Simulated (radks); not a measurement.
Values are calculated unless marked as measured or tabulated.
All-electron atom: Tc VIII in [Kr]. Level of theory: non-relativistic Kohn-Sham, exchange-only LDA, spin-unpolarised, spherical densities, point nucleus; relativity is left out, which matters for an element this heavy (a radial shooting solver on a logarithmic mesh with Libxc functionals). Some entries of the table are withheld. Estimate them.

orbital  occ.  eigenvalue (hartree)  <r> (bohr)
1s          2             -749.5722     0.03548
2s          2             -108.4602      0.1549
2p          6             -100.4997      0.1326
3s          2             -21.95292      0.4277
3p          6             -18.86072      0.4214
3d         10                   (1)      0.3972
4s          2              -6.09761         (2)
4p          6              -5.13238       1.098

Answer. 
(1) 3d eigenvalue (hartree): -13.17022
(2) 4s <r> (bohr): 1.036
